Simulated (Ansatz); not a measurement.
`C[SiH](N)Br`, 10 atoms. Total charge 0; spin multiplicity 1. Correlated methods include outer-core shells of Br, which these sets cover unevenly. Scalar relativity is left out up to krypton. All runs use 4 threads of a server CPU on a shared host. Correlated methods freeze the cores.

(1) Give the basis size and wall time and peak host memory of each of these runs in Ansatz. RKS ωB97M-V/def2-SVP energy; RKS B2PLYP (frozen core)/def2-TZVPP energy; RKS ωB97M-V/def2-QZVPP energy; RKS PBE0-D4/def2-SVP energy; RKS B97M-V/def2-TZVPP energy; RHF-CCSD(T)/def2-TZVPP energy; RKS PBE0-D4/def2-TZVPP energy; RKS PBE0-D4/def2-TZVP frequencies; RHF-MP2/def2-QZVPP energy; RKS PBE0-D4/def2-TZVP relaxation (7 steps); RHF-CCSD(T)/def2-SVP energy; RKS HSE06-D4/def2-TZVPP energy. (An estimate is asked.)

Answers

(1) The calculation gave: Other jobs shared the machine, so times are rough.

```tsv
level	job	functions	wall time	peak host memory (GiB)
RKS PBE0-D4/def2-SVP	energy	108	1.3 s	0.22
RKS PBE0-D4/def2-TZVPP	energy	236	3.4 s	0.64
RKS HSE06-D4/def2-TZVPP	energy	236	3.5 s	0.67
RKS ωB97M-V/def2-SVP	energy	108	4.7 s	0.34
RKS B2PLYP (frozen core)/def2-TZVPP	energy	236	6 s	0.61
RHF-CCSD(T)/def2-SVP	energy	108	6.5 s	0.49
RKS B97M-V/def2-TZVPP	energy	236	10 s	0.4
RKS ωB97M-V/def2-QZVPP	energy	453	23 s	2.1
RHF-MP2/def2-QZVPP	energy	453	23 s	2.6
RKS PBE0-D4/def2-TZVP	relaxation (7 steps)	183	28 s	0.48
RKS PBE0-D4/def2-TZVP	frequencies	183	2.4 min	0.48
RHF-CCSD(T)/def2-TZVPP	energy	236	2.7 min	4.3
```

HSE06 is defined as in plane-wave codes.
